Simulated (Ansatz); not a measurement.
sulfur dioxide (O2S), singlet, geometry from GFN2-xTB. Base run: PBE0/def2-SVP (Ansatz, an electronic-structure program).

Ansatz was given this input:
Ansatz 0.2 input:
```yaml
crystal:
  periodic: [false, false, false]
  atoms:
    - {symbol: S, position_ang: [0.01393578, -0.00400644, 0.37782868]}
    - {symbol: O, position_ang: [-0.03321683, 1.22242899, -0.36419754]}
    - {symbol: O, position_ang: [0.00534526, -1.21441610, -0.39145982]}
basis:
  gaussian:
    orbitals: def2-SVP
hamiltonian:
  xc: pbe0
```

The bond that is stretched is that between atoms 3 and 1. A test that says stable can miss a lower solution.

Each row names what was changed in the base input (with any setting that the change needs).

| change | ΔE vs base (mEh) | <S^2> | stability test says |
|---|---|---|---|
| base | 0.000 | 0.000 | minimum (restricted orbitals) |
| spin_polarized = on; lower_state_search = off | 0.000 | 0.000 | undecided (no full test) |
| spin_polarized = on; lower_state_search = standard | 0.000 | 0.000 | minimum |
| bond × 1.25 | 70.314 | 0.000 | minimum (restricted orbitals) |
| spin_polarized = on; lower_state_search = off; bond × 1.25 | 70.314 | 0.000 | undecided (no full test) |
| spin_polarized = on; lower_state_search = standard; bond × 1.25 | 67.472 | 0.369 | minimum |
| bond × 1.5 | 168.6 | 0.000 | minimum (restricted orbitals) |
| spin_polarized = on; lower_state_search = off; bond × 1.5 | 168.6 | 0.000 | undecided (no full test) |
| spin_polarized = on; lower_state_search = standard; bond × 1.5 | 130.1 | 1.087 | minimum |
| bond × 1.8 | 252.4 | 0.000 | minimum (restricted orbitals) |
| spin_polarized = on; lower_state_search = off; bond × 1.8 | 158.8 | 1.694 | undecided (no full test) |
| spin_polarized = on; lower_state_search = standard; bond × 1.8 | 158.8 | 1.694 | minimum |
| bond × 2.2 | 307.5 | 0.000 | minimum (restricted orbitals) |
| spin_polarized = on; lower_state_search = off; bond × 2.2 | 208.9 | 1.868 | undecided (no full test) |
| spin_polarized = on; lower_state_search = standard; bond × 2.2 | 171.3 | 1.938 | minimum |
| bond × 3.0 | 330.8 | 0.000 | minimum (restricted orbitals) |
| spin_polarized = on; lower_state_search = off; bond × 3.0 | 216.4 | 2.007 | undecided (no full test) |
| spin_polarized = on; lower_state_search = standard; bond × 3.0 | 175.6 | 2.009 | minimum |

Where a bond breaks into two radicals, a solution with restricted orbitals usually stops being the lowest and lies too high; an unrestricted one lies lower at the price of spin contamination, which <S^2> shows.
